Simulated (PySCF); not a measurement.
# B⁺: ionisation energy

B⁺ [He] 2s2 (1S) → B²⁺ [He] 2s1 (2S), as a difference of total energies. Computed with PySCF 2.14 in 6-31G* (3s2p1d, 14 functions), with the non-relativistic Hamiltonian (point nucleus). Correlated levels: valence: 1s2 frozen. The calculations carry no spin-orbit coupling.

Task: Order these methods by the ionisation energy they give, lowest first.
A. PBE0
B. CCSD (valence)
C. MP2 (valence)
D. SCS-MP2 (valence)

Result: C (24.372 eV), D (24.553 eV), A (24.599 eV), B (25.063 eV).

Errors of the correlated levels include the incompleteness of this basis and the frozen core.

With two correlated electrons CCSD is exact in that space.

The coupled-cluster amplitudes are large for B⁺ (T1 above 0.03 or a double amplitude above 0.15), so a single reference is strained.

For comparison: 25.155 eV (measured; NIST Atomic Spectra Database, ionization energies).
